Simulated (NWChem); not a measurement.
System: CuH; SMILES [CuH]

The following NWChem deck was run.

```
start job
memory heap 200 mb stack 900 mb global 1100 mb
geometry units angstroms
  Cu     0.013142     0.003223    -0.017647
  H     -0.828558    -0.203209     1.112540
end
basis spherical
  * library 6-31g*
end
dft
  xc b3lyp
  iterations 150
end
driver
  maxiter 120
end
task dft optimize
task dft freq
```

The level has its own optimisation; frequencies are unscaled.

Q: Give the results of this calculation. (B3LYP/6-31G* (spherical d).) Quantities: r Cu–H (Å); highest harmonic frequency (cm⁻¹); zero-point energy (kcal/mol); dipole (D).

A: 
```
Quantity                           Result
---------------------------------  ------
r Cu–H (Å)                          1.421
highest harmonic frequency (cm⁻¹)    2105
zero-point energy (kcal/mol)          3.0
dipole (D)                           2.37
```
